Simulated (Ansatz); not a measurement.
Consider the isomerisation: `CO[SiH](N)[SiH3]` → `OC([SiH3])N[SiH3]`.

Program: Ansatz. Geometries: PBE0-D4/def2-TZVP. ΔE: electronic, gas phase. CBS: MP2 limit from def2 TZ/QZ plus the TZ coupled-cluster correction, frozen cores. Each species was taken in one conformer, which may not be the lowest.

```tsv
species	CCSD/def2-TZVPP energy (Eh)
`CO[SiH](N)[SiH3]`	-751.38086
`OC([SiH3])N[SiH3]`	-751.31732
```

(1) Work out ΔE.

Largest T1 diagnostic among the species: 0.012.

Answers

(1) ΔE = (-751.31732) − (-751.38086) = 0.06354 Eh = +166.8 kJ/mol. CCSD(T)/CBS gives +168.5 kJ/mol.

In def2-TZVPP, CCSD(T) changes the Hartree–Fock value by −5.6 kJ/mol (the triples alone add −1.4 kJ/mol) and MP2 by −6.1 kJ/mol.
